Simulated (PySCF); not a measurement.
## C₆ coefficients of unlike pairs at UHF

Calculated with PySCF 2.14 from the dipole response of each species, C₆(A,B) = (3/π) ∫ α_A(iu) α_B(iu) du, in atomic units, from isotropic polarisabilities. For ions this is the dispersion term alone; charge-induced terms of lower order in 1/R come first.

```csv
species,configuration,basis,relativity,α (bohr³),C₆ (like pair)
Al+,[Ne] 3s2 (1S),aug-cc-pCVQZ-DK (10s9p7d5f3g),spin-free X2C,26.25,139.1
Mn,[Ar] 3d5 4s2 (6S),def2-TZVPPD (6s6p4d2f1g),none,104.4,1024
Si(2+),[Ne] 3s2 (1S),aug-cc-pCVQZ-DK (10s9p7d5f3g),spin-free X2C,12.48,44.56
Pt,[Xe] 4f14 5d9 6s1 (3D),def2-TZVPPD with the def2 core potential (60 electrons) (6s5p3d2f1g),core potential,50.38,424.6
```

Task: Estimate C₆ for Pt with Si(2+).

Result: The integral gives 134.5. The combination rule 2 C_A C_B / (C_A α_B/α_A + C_B α_A/α_B) gives 132.8 and the geometric mean 137.5.

No spin-orbit coupling is included.

The other pairs:

```
       pair     C₆
Si(2+), Al+  77.58
 Si(2+), Mn  193.5
    Pt, Al+  239.7
     Pt, Mn  633.1
    Mn, Al+  361.6
```
